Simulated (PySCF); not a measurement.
C2H4, charge +1, doublet, geometry from GFN2-xTB (a state made from the parent by changing its charge; the spin is typed, not shown lowest). Base run: CAMB3LYP/def2-SV(P) (PySCF).

The PySCF input:
```python
from pyscf import gto, scf, dft

mol = gto.M(
    atom='''
C    -0.652257   -0.040606    0.002958
C     0.652257    0.040606   -0.002958
H    -1.330139    0.738756    0.372842
H    -1.231558   -0.898233   -0.361223
H     1.336772   -0.811258    0.094558
H     1.224925    0.970735   -0.106177
''',
    basis='def2-sv(p)',
    charge=1,
    spin=1,
    verbose=4,
    symmetry=True,
)

mf = dft.UKS(mol)
mf.xc = 'camb3lyp'
mf.kernel()
mf.analyze()
```

Each row names what was changed in the base input (with any setting that the change needs).

| change | ΔE vs base (eV) | point group used | SCF cycles |
|---|---|---|---|
| base | 0.00 | D2 | 10 |
| irrep_nelec = A:(4, 3) B1:(2, 1) B2:(2, 2) B3:(0, 1) | 16.57 | D2 | 9 |
| symmetry = off | 0.00 | C1 | 10 |
| irrep_nelec = A:(3, 3) B1:(2, 1) B2:(3, 2) B3:(0, 1) | 17.04 | D2 | 9 |
| irrep_nelec = A:(3, 3) B1:(1, 1) B2:(2, 2) B3:(2, 1) | 5.22 | D2 | 11 |
| irrep_nelec = A:(3, 3) B1:(1, 1) B2:(3, 2) B3:(1, 1) | 11.96 | D2 | 11 |
| symmetry_subgroup = C2 | 0.00 | C2 | 10 |

Open shells are given as the SCF converged; they aren't shown to be the lowest states, and a large step between rows can be another state.
